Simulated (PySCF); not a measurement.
## Correlation energy of Li⁺ (lithium, charge +1)

Starting occupation: 1s2. All numbers are calculated (PySCF 2.14, X2C-1e with screened-nucleus spin-orbit coupling, Gaussian nucleus, in an even-tempered Gaussian basis (18 s from 0.0085 bohr⁻², ratio 2.6; 11 p from 0.011 bohr⁻², ratio 2.6; 8 d from 0.011 bohr⁻², ratio 2.8; 3 f from 2 bohr⁻², ratio 2.8)). Frozen: nothing; 2 electrons correlated; the 30 highest virtual spinors left out.

Total MP2 correlation energy: -39.05 mhartree.

With two correlated electrons CCSD is exact within the correlated space (frozen core and kept virtual orbitals).

The virtual space was cut to 52 spinors, which keep -36.66 of the -39.05 mhartree of MP2 correlation.

```
level  correlation energy (mhartree)
 CCSD                         -40.90
```

Diagnostics: T1 = 0.00036, largest double amplitude 0.031.

Cost of the coupled-cluster step: of the order of 7 core-seconds, for 2 occupied and 52 virtual spinors.

Iterations:

```
Init t2, MP2 energy = -0.0366577787251195
CCSD nocc = 2, nmo = 54
Init t2, MP2 energy = -0.0366577787251195
Init E_corr(GCCSD) = -0.0366577787251195
cycle = 1  E_corr(GCCSD) = -0.0403246000317278  dE = -0.00366682131  norm(t1,t2) = 0.00646084
cycle = 2  E_corr(GCCSD) = -0.0408113646160369  dE = -0.000486764584  norm(t1,t2) = 0.00105918
cycle = 3  E_corr(GCCSD) = -0.0409034634302839  dE = -9.20988142e-05  norm(t1,t2) = 0.000203737
cycle = 4  E_corr(GCCSD) = -0.0409019523290224  dE = 1.51110126e-06  norm(t1,t2) = 1.28919e-05
cycle = 5  E_corr(GCCSD) = -0.0409019138012614  dE = 3.8527761e-08  norm(t1,t2) = 7.40989e-07
cycle = 6  E_corr(GCCSD) = -0.0409019147513201  dE = -9.50058705e-10  norm(t1,t2) = 1.15276e-07
GCCSD converged
E(GCCSD) = -7.277964294273086  E_corr = -0.04090191475132006
```

The coupled-cluster values are those of the cut space; adding the MP2 remainder, -2.39 mhartree, estimates the full space.
